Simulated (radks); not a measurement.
Q: Neutral terbium, 65 electrons, occupied as [Xe] 4f9 6s2 (the NIST ground configuration). Method: scalar-relativistic Kohn-Sham, PBE, spin-unpolarised, spherical densities, point nucleus; hard spherical wall at 15 bohr; computed with a radial shooting solver on a logarithmic mesh with Libxc functionals. Some entries of the table are withheld. Estimate them.

orbital,occ.,eigenvalue (eV),<r> (bohr),<r^2> (bohr^2)
1s,2,-51862.26,0.02150,0.0006315
2s,2,-8597.040,0.09149,0.009887
2p,6,-7638.622,0.08089,0.007987
3s,2,-1906.772,0.2393,0.06545
3p,6,-1611.258,0.2381,0.06569
3d,10,-1226.475,0.2165,0.05507
4s,2,-377.6353,0.5414,(1)
4p,6,-280.3659,0.5736,0.3743
4d,10,(2),(3),0.4517
5s,2,-47.4830,1.327,1.983
5p,6,-24.8285,1.573,(4)
6s,2,-3.7033,4.161,19.72
4f,9,-3.0287,0.9103,(5)
5d,0,-1.2974,3.438,15.11
6p,0,-1.1548,5.801,38.20
7s,0,0.3614,8.747,83.76

A: 
(1) 4s <r^2> (bohr^2): 0.3309
(2) 4d eigenvalue (eV): -146.9184
(3) 4d <r> (bohr): 0.6238
(4) 5p <r^2> (bohr^2): 2.823
(5) 4f <r^2> (bohr^2): 1.166
